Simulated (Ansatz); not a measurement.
`F[P+](F)(F)[Cu-][Br]` at its PBE0-D4/def2-TZVP geometry, where that method's forces vanish. Total charge 0; spin multiplicity 1.

```xyz
6

F    -0.7636    0.0275    1.8340
P    -0.3507    0.4714    0.4117
F     0.3515    1.8074    0.7471
F    -1.7071    1.0088   -0.0999
Cu    0.6951   -0.9311   -0.8116
Br    1.7749   -2.3841   -2.0813
```

Q: What forces (eV/Å) does r2SCAN-D4/def2-TZVPP give on these atoms in Ansatz 0.2.0? (An estimate is asked.)

A: Computed: 
```
F1  -0.065 -0.052  0.207
P2   0.396 -0.531 -0.463
F3   0.091  0.196  0.055
F4  -0.197  0.085 -0.062
Cu5 -0.134  0.179  0.155
Br6 -0.091  0.124  0.109
```
